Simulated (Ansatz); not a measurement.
Isomers of Ge3Te7 (singlet), relaxed with PBE-D4/def2-SVP; total energies from Ansatz at PBE0-D4/def2-SVP.

```
isomer                                                                                     description  energy (Eh)
     A  point group not assigned; 8 × Ge–Te 2.39 to 2.87 Å; 3 × Te–Te 2.75 to 2.84 Å; 1 × Ge–Ge 2.49 Å  -8106.02829
     B                            point group not assigned; 9 × Ge–Te 2.40 to 2.63 Å; 2 × Te–Te 2.77 Å  -8106.03832
     C                    point group not assigned; 9 × Ge–Te 2.62 to 2.82 Å; 5 × Te–Te 2.76 to 3.10 Å  -8106.01757
     D  point group not assigned; 7 × Ge–Te 2.53 to 2.84 Å; 4 × Te–Te 2.74 to 2.85 Å; 1 × Ge–Ge 2.48 Å  -8105.99926
```

In the def2 sets Te takes a core potential; there is no spin–orbit coupling.

The isomers come from a short search, and lower ones may exist.

Work out the relative energies (1 Eh = 2625.5 kJ/mol) and the Boltzmann populations at 500 K from electronic energies alone (R = 8.314 J/mol/K).

ΔE: A 26.3, B 0.0, C 54.5, D 102.6 kJ/mol. RT = 4.16 kJ/mol. Factors exp(−ΔE/RT): A 0.0018, B 1, C 2.04e-06, D 1.94e-11; sum 1.002. Populations: A 0.2 %, B 99.8 %, C 0.0 %, D 0.0 %. Zero-point energy, vibrational entropy and symmetry numbers are left out and can shift these; an error of 4 kJ/mol changes a ratio by a factor of 2.6. Over the other density-functional and correlated levels in def2 sets, the gap between B and A ranges from 10 to 32 kJ/mol.
